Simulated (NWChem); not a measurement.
Everything below was run with NWChem. System: bromine (Br₂), charge 0, spin multiplicity 1, at a geometry optimised with PBE0/def2-SVP. Level: G0W0@PBE0/def2-TZVPD, RI basis def2-tzvpd-rifit.

Job file:

```
start mol
memory heap 200 mb stack 700 mb global 1700 mb
geometry units angstroms nocenter noautoz
  Br     0.000000     0.000000     1.149171
  Br     0.000000     0.000000    -1.149171
  symmetry group D2h
end
basis spherical
  * library def2-tzvpd
end
basis "ri basis" bse spherical
  * library def2-tzvpd-rifit
end
dft
  xc pbe0
  iterations 100
  direct
  tolerances tight
end
task dft energy
gw
  states alpha occ 4 vir 2
end
task dft gw
```

Part of the output:

```
             Northwest Computational Chemistry Package (NWChem) 7.3.0
             --------------------------------------------------------

                                NWChem Input Module
                                -------------------

 Scaling coordinates for geometry "geometry" by  1.889725989
 (inverse scale =  0.529177249)

 Turning off AUTOSYM since
 SYMMETRY directive was detected!

                             Geometry "geometry" -> ""
                             -------------------------

 Output coordinates in angstroms (scale by  1.889725989 to convert to a.u.)

  No.       Tag          Charge          X              Y              Z
 ---- ---------------- ---------- -------------- -------------- --------------
    1 Br                  35.0000     0.00000000     0.00000000     1.14917100
    2 Br                  35.0000     0.00000000     0.00000000    -1.14917100

 Effective nuclear repulsion energy (a.u.)     282.0477239787

            Nuclear Dipole moment (a.u.)
            ----------------------------
        X                 Y               Z
 ---------------- ---------------- ----------------
     0.0000000000     0.0000000000     0.0000000000

      Symmetry information
      --------------------

 Group name             D2h
 Group number             26
 Group order               8
 No. of unique centers     1

      Symmetry unique atoms

     1


 Summary of "ao basis" -> "" (spherical)
 ------------------------------------------------------------------------------
       Tag                 Description            Shells   Functions and Types
 ---------------- ------------------------------  ------  ---------------------
 *                         def2-tzvpd                 on all atoms

 new library libraries.bse/

 Summary of "ri basis" -> "" (spherical)
 ------------------------------------------------------------------------------
       Tag                 Description            Shells   Functions and Types
 ---------------- ------------------------------  ------  ---------------------
 *                      def2-tzvpd-rifit              on all atoms

                                 NWChem DFT Module
                                 -----------------

 Summary of "ao basis" -> "ao basis" (spherical)
 ------------------------------------------------------------------------------
       Tag                 Description            Shells   Functions and Types
 ---------------- ------------------------------  ------  ---------------------
 Br                        def2-tzvpd               19       57   7s6p5d1f

 Summary of "ao basis" -> "ao basis" (spherical)
 ------------------------------------------------------------------------------
       Tag                 Description            Shells   Functions and Types
 ---------------- ------------------------------  ------  ---------------------
 Br                        def2-tzvpd               19       57   7s6p5d1f

      Symmetry analysis of basis
      --------------------------

        ag         25
        au          6
        b1g         6
        b1u        25
        b2g        13
        b2u        13
        b3g        13
        b3u        13

            General Information
            -------------------
          SCF calculation type: DFT
          Wavefunction type:  closed shell.
          No. of atoms     :     2
          No. of electrons :    70
           Alpha electrons :    35
            Beta electrons :    35
          Charge           :     0
[...]
   Bfn.  Coefficient  Atom+Function         Bfn.  Coefficient  Atom+Function
  ----- ------------  ---------------      ----- ------------  ---------------
    17      0.404187  1 Br px                74     -0.404187  2 Br px
    11     -0.268740  1 Br px                68      0.268740  2 Br px
    14      0.247461  1 Br px                71     -0.247461  2 Br px
    20      0.238098  1 Br px                77     -0.238098  2 Br px
     8      0.081726  1 Br px                65     -0.081726  2 Br px

 Vector   36  Occ=0.000000D+00  E=-1.351169D-01  Symmetry=b1u
              MO Center=  5.9D-18,  5.9D-18,  1.4D-15, r^2= 3.8D+00
   Bfn.  Coefficient  Atom+Function         Bfn.  Coefficient  Atom+Function
  ----- ------------  ---------------      ----- ------------  ---------------
    19      0.418346  1 Br pz                76      0.418346  2 Br pz
    22      0.322804  1 Br pz                79      0.322804  2 Br pz
    13     -0.264779  1 Br pz                70     -0.264779  2 Br pz
    16      0.248720  1 Br pz                73      0.248720  2 Br pz
     6     -0.198916  1 Br s                 63      0.198916  2 Br s

 Vector   37  Occ=0.000000D+00  E= 3.054468D-02  Symmetry=b1u
              MO Center=  6.9D-18,  6.5D-18, -1.0D-12, r^2= 2.1D+01
   Bfn.  Coefficient  Atom+Function         Bfn.  Coefficient  Atom+Function
  ----- ------------  ---------------      ----- ------------  ---------------
     7      1.941361  1 Br s                 64     -1.941361  2 Br s
    25     -1.180769  1 Br pz                82     -1.180769  2 Br pz
    22     -0.450654  1 Br pz                79     -0.450654  2 Br pz
    48      0.256625  1 Br d  0             105     -0.256625  2 Br d  0
    19      0.196014  1 Br pz                76      0.196014  2 Br pz

 Vector   38  Occ=0.000000D+00  E= 3.068411D-02  Symmetry=ag
              MO Center= -1.6D-14,  2.6D-14,  1.1D-12, r^2= 1.0D+01
   Bfn.  Coefficient  Atom+Function         Bfn.  Coefficient  Atom+Function
  ----- ------------  ---------------      ----- ------------  ---------------
     7      1.007132  1 Br s                 64      1.007132  2 Br s
     6     -0.543618  1 Br s                 63     -0.543618  2 Br s
    25      0.499767  1 Br pz                82     -0.499767  2 Br pz
    48     -0.269576  1 Br d  0             105     -0.269576  2 Br d  0
     5     -0.130654  1 Br s                 62     -0.130654  2 Br s

 center of mass
 --------------
 x =   0.00000000 y =   0.00000000 z =   0.00000000

 moments of inertia (a.u.)
 ------------------
         753.760609686720           0.000000000000           0.000000000000
           0.000000000000         753.760609686720           0.000000000000
           0.000000000000           0.000000000000           0.000000000000

     Multipole analysis of the density
     ---------------------------------

     L   x y z        total         alpha         beta         nuclear
     -   - - -        -----         -----         ----         -------
     0   0 0 0     -0.000000    -35.000000    -35.000000     70.000000

     1   1 0 0     -0.000000     -0.000000     -0.000000      0.000000
     1   0 1 0     -0.000000     -0.000000     -0.000000      0.000000
     1   0 0 1      0.000000      0.000000      0.000000      0.000000

     2   2 0 0    -27.591217    -13.795609    -13.795609      0.000000
     2   1 1 0     -0.000000     -0.000000     -0.000000      0.000000
     2   1 0 1      0.000000      0.000000      0.000000      0.000000
     2   0 2 0    -27.591217    -13.795609    -13.795609      0.000000
     2   0 1 1      0.000000      0.000000      0.000000      0.000000
     2   0 0 2    -23.972870   -177.043847   -177.043847    330.114824

 Task  times  cpu:       17.2s     wall:       17.2s

                                NWChem Input Module
                                -------------------

                                 NWChem GW Module
                                 ----------------

                             ***********************
                             ***        GW       ***
                             ***********************

 Summary of "ri basis" -> "ri basis" (spherical)
 ------------------------------------------------------------------------------
       Tag                 Description            Shells   Functions and Types
 ---------------- ------------------------------  ------  ---------------------
 Br                     def2-tzvpd-rifit            41      175   11s10p9d6f4g1h

                 Memory Information
                 ------------------
          Available GA per process is          1699.9 MBs
          Available stack per process is        700.0 MBs
          Available heap per process is           0.0 MBs

          Peak memory in Initialization
              Peak GA per process is                 12.2 MBs
              Peak stack per process is               0.1 MBs
              Peak heap per process is               12.9 MBs
              Memory not in MA per process            0.0 MBs

          Peak memory in AFF Calculation
              Peak GA per process is                 76.8 MBs
              Peak stack per process is              58.3 MBs
              Peak heap per process is                0.0 MBs
              Memory not in MA per process           58.3 MBs

          Computing 2-center integrals
          Computing Inverse Cholesky factor
          Computing 3-center integrals
          Computing V_xc ...

          Computing Sigma_x
          Computing RPA polarizability
          Solving quasiparticle equations

                  Alpha Orbitals
          State     Energy (eV)     Error (eV)
          -----------------------------------
@GW        32        -12.311           0.004
@GW        33        -12.311           0.004
@GW        34        -10.162           0.004
@GW        35        -10.162           0.004
@GW        36         -1.067           0.002
@GW        37          1.517           0.005

   Applying  -2.0002 eV scissor-shift to rest of particle states

   Applying   2.6096 eV scissor-shift to rest of hole states

     GW Timing Statistics
   ------------------------
   Init.   :          0.2s
     ERIs  :          1.8s
     Distr.:          0.0s
     Vxc   :          2.4s
   Sigma_x :          0.0s
   RPA     :          6.8s
   Wmn     :          0.1s
   Sigma_c :          0.0s
   GW total:         11.4s

 Task  times  cpu:       11.4s     wall:       11.4s

 Total times  cpu:       28.6s     wall:       28.6s
```
